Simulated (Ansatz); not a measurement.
Compare A (`C=[CH][GeH2][CH2]F`) with its isomer B (`C=C[CH2][GeH2][F]`).

Program: Ansatz. Geometries: PBE0-D4/def2-TZVP. ΔE: electronic, gas phase. CCSD(T)/CBS is the MP2 limit (def2-TZVPP, def2-QZVPP) plus CCSD(T) − MP2 in def2-TZVPP, frozen cores. Functionals use def2-TZVPP. B3LYP here is the variant with VWN-RPA as its local correlation; programs differ in this. For Ge outer-core shells are correlated without core-valence functions, which leaves a few kJ/mol of doubt a bond. Scalar relativity is left out up to krypton. One conformer a species, not always the lowest.

Which is lower in electronic energy at CCSD(T)/CBS, and by how much? (Best estimate.)

Ansatz gave: B, by 36.9 kcal/mol.

Give E(B) − E(A) in kcal/mol with HF/def2-TZVPP, r2SCAN-D4, CCSD/def2-TZVPP, B3LYP, B3LYP-D4, MP2/def2-TZVPP, PBE0-D4. (Estimate.)

Ansatz gave: HF/def2-TZVPP -37.7, r2SCAN-D4 -37.1, CCSD/def2-TZVPP -36.4, B3LYP -35.9, B3LYP-D4 -36.2, MP2/def2-TZVPP -38.7, PBE0-D4 -36.2. None reverses the order clearly.

Largest T1 diagnostic: 0.011.

From PBE to PBE0 (25 % exact exchange), in def2-TZVPP and without D4, E(B) − E(A) moves by −1.0 kcal/mol.
